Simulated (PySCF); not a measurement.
# Telling isomers of C7H12O apart by NMR

Level of theory: σ from GIAO-PBE0/pcSseg-1, coordinates at the GFN2-xTB level, in PySCF 2.14.0 with density-fitted response routines (averaged over atoms made equivalent by symmetry, fast rotation or ring inversion, single conformer, non-relativistic Hamiltonian, no solvent).

Chemical shifts δ = σref − σ; ¹H and ¹³C vs TMS, all at this level. Where no couplings were computed, multiplicities follow the n + 1 count of equivalent neighbours, and m marks all less simple cases (inequivalent or close neighbours, rings, F or P nearby). Shifts are as computed. Against solution values, carbons near 30 ppm lie about +3 ppm off and those near 130 ppm about +5 ppm. Of 1211 compounds with measured shifts, 218 miss one by over three times the rms of a fit or turn the order of signals round; such compounds aren't used in these exercises. OH and NH positions are gas-phase values without hydrogen bonding to other molecules.

(1) Tabulate the signals of `C=C1CCC(O)CC1`, `C[C@]12CC[C@H](CC1)O2` and their relative energies.

(2) What is the quickest way to tell C=C1CCC(O)CC1 from C[C@]12CC[C@H](CC1)O2?

Results:

(1) 
| SMILES | carbon types | δC | δH | E rel. (kcal/mol) |
| --- | --- | --- | --- | --- |
| C=C1CCC(O)CC1 | 1×C 1×CH 5×CH2 | 157.4, 114.4, 75.0, 43.3, 37.8 | 5.01 (s, 2H), 3.56 (m, 1H), 2.31 (m, 2H), 2.23 (m, 2H), 2.17 (m, 2H), 0.96 (m, 2H), -0.14 (br s, 1H) | 10.0 |
| C[C@]12CC[C@H](CC1)O2 | 1×C 1×CH 4×CH2 1×CH3 | 85.3, 79.2, 39.3, 35.4, 23.2 | 4.42 (m, 1H), 1.87 (m, 2H), 1.49 (s, 3H), 1.42 (m, 2H), 1.36 (m, 2H), 1.36 (m, 2H) | 0.0 |

Energies are electronic energies at PBE0/pcSseg-1 on these geometries, without zero-point or thermal terms, each for the one conformer computed, which needn't be the lowest.

(2) Both give the same number of carbon signals, but DEPT or the intensities differ. The first has a fully substituted alkene carbon (C) at 157.4 ppm, the second a fully substituted sp3 carbon bonded to O (C) at 85.3 ppm. In the proton spectra the most deshielded non-exchanging signals are 5.01 (s, 2H) and 4.42 (m, 1H).
